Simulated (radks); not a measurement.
Values are calculated unless marked as measured or tabulated.
Numerical settings for the silicon ion Si+, [Ne] 3s2 3p1. Code: a radial shooting solver on a logarithmic mesh with Libxc functionals. Model: scalar-relativistic Kohn-Sham, r2SCAN, spin-unpolarised, spherical densities, finite nucleus; meta-GGA in the generalised Kohn-Sham scheme; Fermi nuclear charge, rms radius 3.1224 fm. The defaults (mesh step 0.008 in ln r, mesh end at 40 bohr or more with all orbitals vanishing there, Anderson mixing 0.5 over 9 steps, residual threshold near 1e-9 with the energy settled to 1e-9 hartree or 1e-11 of itself, here a cap of 59 iterations) give E = -289.658 hartree and 3p at -11.582 eV in 13 iterations. Run on one thread of a shared host, so times are rough (Intel(R) Xeon(R) 6975P-C): 0.05 s of CPU time, 0.05 s wall, 13 iterations on 2189 mesh points. Changes against that run (0 stands for a change within the tolerance of the run):

\begin{tabular}{lrrrrr}
setting & iterations & converged & E (mhartree) & e(3p) (meV) & CPU (s) \\ \hline
mesh step in ln r 0.05 & 11 & yes & +0.0227 & -0.0889 & 0.01 \\
mesh step in ln r 0.005 & 15 & yes & 0 & 0 & 0.08 \\
mesh step in ln r 0.02 & 10 & yes & 0 & -0.003 & 0.02 \\
mesh end (bohr) 20 & 13 & yes & 0 & 0 & 0.05 \\
mesh end (bohr) 1 & 11 & level above zero & +5.73e+04 & +4.66e+05 & 0.03 \\
residual threshold 0.01 & 10 & yes & 0 & 0 & 0.04 \\
residual threshold 0.001 & 10 & yes & 0 & 0 & 0.04 \\
mixing 2.5 & 23 & yes & 0 & +0.00446 & 0.07 \\
linear mixing, mixing 0.2 & 59 & no & 0 & +0.0182 & 0.16 \\
linear mixing, mixing 0.5 & 28 & no & diverged & - & 0.08 \\
mixing history 2 & 24 & yes & 0 & +0.00461 & 0.07 \\
iteration cap 3 & 3 & no & +2.91 & -340 & 0.01 \\
\end{tabular}

Settled on a wrong energy, with an occupied level pushed above zero by the early mesh end: mesh end (bohr) 1 (+57.3 hartree). Apart from these: no run marked as converged misses the energy by more than 1 mhartree. A mesh that ends early acts as a hard wall.
